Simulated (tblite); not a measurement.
Species: C5H14Si2.
Z-matrix (Å and degrees, GFN2-xTB geometry), rows numbered from 1:
```
C 
C   1  1.3266
C   2  1.4995  1  120.79
Si  2  1.8923  1  123.53  3  -179.20
C   4  1.9021  2  111.73  1    -9.40
C   5  1.5299  4  113.14  2   -68.98
Si  6  1.9010  5  112.55  4   176.65
H   1  1.0810  2  122.18  3    -0.59
H   1  1.0772  2  122.28  3   179.44
H   3  1.0892  2  109.87  1  -120.03
H   3  1.0889  2  110.24  1   121.86
H   3  1.0887  2  111.58  1     0.77
H   4  1.4716  2  108.94  1   111.91
H   4  1.4721  2  108.60  1  -129.79
H   5  1.0912  4  109.14  2   169.53
H   5  1.0914  4  109.87  2    53.71
H   6  1.0919  5  109.43  4    54.47
H   6  1.0920  5  109.01  4   -61.06
H   7  1.4664  6  109.18  5   -60.14
H   7  1.4642  6  109.80  5   179.87
H   7  1.4645  6  109.51  5    59.27
```

Method: GFN2-xTB as coded in tblite; computed harmonic values from a numerical Hessian at the method's own geometry, unscaled. This tight-binding method is rough: wavenumbers can miss measured ones by several per cent, in bad cases by 10 to 20. Modes of hydrogen on silicon can be 10 to 20 % off. One conformer, not necessarily the lowest.

Harmonic wavenumbers (cm⁻¹): 29.4, 46.2, 82.9, 133.5, 141.2, 150.0, 179.8, 212.6, 310.9, 315.9, 383.4, 495.6, 507.8, 534.8, 592.4, 634.9, 665.8, 689.2, 720.5, 756.3, 773.1, 782.8, 788.3, 794.8, 803.3, 835.8, 912.5, 966.6, 1013.1, 1039.7, 1066.8, 1071.9, 1198.2, 1218.8, 1269.2, 1315.1, 1400.2, 1426.9, 1482.3, 1488.7, 1491.1, 1494.0, 1683.9, 2184.0, 2196.6, 2240.9, 2256.7, 2259.5, 2955.3, 2965.6, 2977.0, 2981.8, 3003.5, 3015.5, 3020.2, 3058.7, 3109.0.

A = 3682, B = 693.0, C = 622.9 MHz; mass 130.063 u (most abundant isotopes); point group C1, symmetry number 1.

Task: What is the zero-point energy?

Result: Half the sum of the wavenumbers: 36062 cm⁻¹ = 103.11 kcal/mol.

Task: What is S at 500 K and 1 bar for an ideal gas of classical rigid rotors and harmonic oscillators?

Result: Translation 43.10, rotation 31.23, vibration 60.97: S = 135.3 cal/(mol K).

Task: And Cp and H(500 K) − H(0)?

Result: Cp = 64.40 cal/(mol K), of which vibrations give 56.46 (their classical limit is 57 R = 113.3); H(500 K) − H(0) = 19.07 kcal/mol without the zero-point energy, 15.10 from vibrations.

Task: Blend soft modes into free rotors: weight 1/[1 + (100 cm⁻¹/ν̃)⁴] for the oscillator and the rest for a rotor with moment μB/(μ + B), μ = h/(8π²ν), B = 10⁻⁴⁴ kg m². What vibrational entropy results?

Result: 55.49 cal/(mol K) in place of 60.97, which changes −T·S at 500 K by +2.74 kcal/mol.

Task: Which modes carry the vibrational entropy at 500 K?

Result: 29.4 cm⁻¹: 6.90; 46.2 cm⁻¹: 6.00; 82.9 cm⁻¹: 4.84; 133.5 cm⁻¹: 3.90; 141.2 cm⁻¹: 3.79; 150.0 cm⁻¹: 3.67 cal/(mol K); the other 51 give 31.87 together.

Task: How do the functions run with temperature in this model?

Result: 
```tsv
T (K)	S (cal/(mol K))	Cp (cal/(mol K))	H − H(0) (kcal/mol)	G − H(0) (kcal/mol)	ln q(vib)
100	73.8	21.4	1.48	-5.90	2.73
200	92.0	32.7	4.17	-14.23	6.07
300	107.6	44.7	8.04	-24.22	9.27
800	170.1	83.4	41.48	-94.57	24.20
1000	189.6	91.8	59.04	-130.57	29.53
```

q(vib) and H(0) count from the zero-point level.

Hindered rotation and anharmonicity are outside this model. Other conformers, if any are populated, would add a mixing term that is left out. The structure is chiral; the term R ln 2 for an equal mix with its mirror image is left out.
